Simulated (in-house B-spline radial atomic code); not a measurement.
Values are calculated unless marked as measured or tabulated.
**Softness against transferability: the 4p channel of Mo**

Mo, [Kr] 4d5 5s1, non-relativistic PBE, spherical and spin-unpolarised, from a B-spline radial code for spherical atoms (atomic units). The all-electron 4p level is ε = -1.386208 hartree, its outermost node lies just inside 0.54 bohr and its outer maximum at 1.08 bohr.

Troullier-Martins pseudo-orbitals are made for several radii. The cutoffs (hartree) are the plane-wave energies beyond which the orbital holds less than the named kinetic energy per electron. The phase error is the difference, pseudo minus all-electron, of arctan(R P'/P) at R = 1.81 bohr for all radii, half a hartree below and above the level.

```tsv
r_c (bohr)	V_l(0) (hartree)	cutoff for 10 mEh	for 1 mEh	for 0.1 mEh	phase error at ε − 0.5 (mrad)	at ε + 0.5 (mrad)
0.81	-59.69	138	219	340	-6.8	-2.5
0.94	-16.93	52.4	99.1	172	-2.9	-0.9
1.08	-1.90	21.3	45.7	74.4	-2.0	-0.6
1.22	-0.63	22	39.1	60.1	-1.9	-0.5
1.36	-2.07	19.7	28.6	53.3	-2.6	-0.8
1.51	-3.50	15.2	23.9	43.8	-4.7	-1.3
```

Which radius needs the lowest cutoff for 0.1 mEh while both phase errors stay within 3.0 mrad?

The radii within that limit are 0.94, 1.08, 1.22, 1.36 bohr; of these r_c = 1.36 needs the least, 53.3 hartree, that is 107 Ry or 1450 eV.

What does the larger radius buy, and what does it cost?

From r_c = 0.81 to 1.51 bohr the cutoff for 1 mEh goes from 219 to 23.9 hartree, a factor of 9.16, against 3.48 for a pure 1/r_c² scaling, end to end; step by step it is 219, 99.1, 45.7, 39.1, 28.6, 23.9, and for 0.1 mEh 340, 172, 74.4, 60.1, 53.3, 43.8; the number of plane waves goes as the cutoff to the power 3/2, here a factor of 27.7. The larger of the two phase errors is least at r_c = 1.22 bohr, 1.9 mrad; it is 6.8 at the smallest radius and 4.7 at the largest. These errors test the reference atom alone. The smallest radius lies well inside the outer maximum, where the nodeless form must bend sharply to keep the norm, so it is both harder and scatters less well than the next. Large radii also let the cores of neighbours overlap, which an atom doesn't show.
